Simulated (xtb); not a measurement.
Cl₄Zr, singlet, at a GFN2-xTB geometry (such geometries of metal compounds can be far from the true shape); GFN1-xTB in xtb.

xtb was given this input:
```
$ xtb mol.xyz --gfn 1 --grad --json

# file mol.xyz
5

Zr    -0.00000000     0.00000000     0.00000000
Cl     1.79919529    -0.56519177    -1.22978742
Cl     0.64651622     0.46587134     2.10568355
Cl    -0.98544887     1.81277582    -0.90092002
Cl    -1.46026264    -1.71345538     0.02502389
```

Question: Predict the main parts of the log of this xtb run.

Answer: 
```
   ID    Z sym.   atoms
    1   40 Zr     1
    2   17 Cl     2-5

           -------------------------------------------------
          |                Calculation Setup                |
           -------------------------------------------------

           -------------------------------------------------
          |                 G F N 1 - x T B                 |
           -------------------------------------------------

          ...................................................
          :                      SETUP                      :
          :.................................................:
          :  # basis functions                  50          :
          :  # atomic orbitals                  45          :
          :  # shells                           15          :
          :  # electrons                        32          :
          :  # halogen bonds                     0          :
          :  max. iterations                   250          :
          :  Hamiltonian                  GFN1-xTB          :
          :  restarted?                      false          :
          :  GBSA solvation                  false          :
          :  PC potential                    false          :
          :  electronic temp.          300.0000000     K    :
          :  accuracy                    1.0000000          :
          :  -> integral cutoff          0.2500000E+02      :
          :  -> integral neglect         0.1000000E-07      :
          :  -> SCF convergence          0.1000000E-05 Eh   :
          :  -> wf. convergence          0.2000000E-04 e    :
          :  Broyden damping             0.4000000          :
          :  net charge                          0          :
          :  unpaired electrons                  0          :
          ...................................................

 iter      E             dE          RMSdq      gap      omega  full diag
   1    -18.7337878 -0.187338E+02  0.825E+00    3.98       0.0  T
   2    -18.7414393 -0.765155E-02  0.452E+00    3.33       1.0  T
   3    -18.7380788  0.336047E-02  0.192E+00    3.79       1.0  T
   4    -18.7436387 -0.555990E-02  0.161E-01    3.44       1.0  T
   5    -18.7436558 -0.170778E-04  0.167E-02    3.46       2.7  T
   6    -18.7436572 -0.135947E-05  0.255E-03    3.45      17.6  T
   7    -18.7436572 -0.165986E-07  0.209E-04    3.45     213.9  T
   8    -18.7436572 -0.123929E-09  0.316E-06    3.45   14146.4  T
   9    -18.7436572  0.355271E-14  0.118E-08    3.45  100000.0  T

   *** convergence criteria satisfied after 9 iterations ***

         :::::::::::::::::::::::::::::::::::::::::::::::::::::
         ::                     SUMMARY                     ::
         :::::::::::::::::::::::::::::::::::::::::::::::::::::
         :: total energy             -18.670648628753 Eh    ::
         :: gradient norm              0.024643169230 Eh/a0 ::
         :: HOMO-LUMO gap              3.454782201620 eV    ::
         ::.................................................::
         :: SCC energy               -18.743657202321 Eh    ::
         :: -> electrostatic           0.063854114959 Eh    ::
         :: repulsion energy           0.076286185608 Eh    ::
         :: dispersion energy         -0.003277612040 Eh    ::
         :: halogen bond corr.         0.000000000000 Eh    ::
         :: add. restraining           0.000000000000 Eh    ::
         :: total charge               0.000000000000 e     ::
         :::::::::::::::::::::::::::::::::::::::::::::::::::::

           -------------------------------------------------
          |                Property Printout                |
           -------------------------------------------------

    * Orbital Energies and Occupations

         #    Occupation            Energy/Eh            Energy/eV
      -------------------------------------------------------------
         1        2.0000           -0.9721022             -26.4522
       ...           ...                  ...                  ...
         4        2.0000           -0.9706865             -26.4137
         5        2.0000           -0.5567924             -15.1511
         6        2.0000           -0.5324048             -14.4875
         7        2.0000           -0.5324048             -14.4875
         8        2.0000           -0.5324048             -14.4875
         9        2.0000           -0.5145894             -14.0027
        10        2.0000           -0.5145894             -14.0027
        11        2.0000           -0.5131860             -13.9645
        12        2.0000           -0.5131860             -13.9645
        13        2.0000           -0.5131860             -13.9645
        14        2.0000           -0.5043665             -13.7245
        15        2.0000           -0.5043665             -13.7245
        16        2.0000           -0.5043665             -13.7245 (HOMO)
        17                         -0.3774056             -10.2697 (LUMO)
        18                         -0.3774056             -10.2697
        19                         -0.3462168              -9.4210
        20                         -0.3462168              -9.4210
        21                         -0.3462168              -9.4210
        22                         -0.0849923              -2.3128
        23                         -0.0840848              -2.2881
        24                         -0.0840848              -2.2881
        25                         -0.0840848              -2.2881
        26                         -0.0813878              -2.2147
        27                         -0.0813878              -2.2147
       ...                                ...                  ...
        45                          0.4582700              12.4702
      -------------------------------------------------------------
                  HL-Gap            0.1269609 Eh            3.4548 eV
             Fermi-level           -0.4408861 Eh          -11.9971 eV

  Mulliken/CM5 charges         n(s)   n(p)   n(d)
     1Zr    1.25482  1.71927   0.472  1.124  1.149
     2Cl   -0.31370 -0.42982   1.820  5.499 -0.005
     3Cl   -0.31370 -0.42982   1.820  5.499 -0.005
     4Cl   -0.31370 -0.42982   1.820  5.499 -0.005
     5Cl   -0.31370 -0.42982   1.820  5.499 -0.005

Wiberg/Mayer (AO) data.
largest (>0.10) Wiberg bond orders for each atom

 ---------------------------------------------------------------------------
     #   Z sym  total        # sym  WBO       # sym  WBO       # sym  WBO
 ---------------------------------------------------------------------------
     1  40 Zr   4.569 --     5 Cl   1.142     2 Cl   1.142     4 Cl   1.142
                             3 Cl   1.142
     2  17 Cl   1.210 --     1 Zr   1.142
     3  17 Cl   1.210 --     1 Zr   1.142
     4  17 Cl   1.210 --     1 Zr   1.142
     5  17 Cl   1.210 --     1 Zr   1.142
 ---------------------------------------------------------------------------

Topologies differ in total number of bonds
Writing topology from bond orders to xtbtopo.mol

 dipole moment from electron density (au)
     X       Y       Z
  -0.0000  -0.0000  -0.0000  total (Debye):    0.000

           -------------------------------------------------
          | TOTAL ENERGY              -18.670648628753 Eh   |
          | GRADIENT NORM               0.024643169230 Eh/α |
          | HOMO-LUMO GAP               3.454782201620 eV   |
           -------------------------------------------------

normal termination of xtb
```
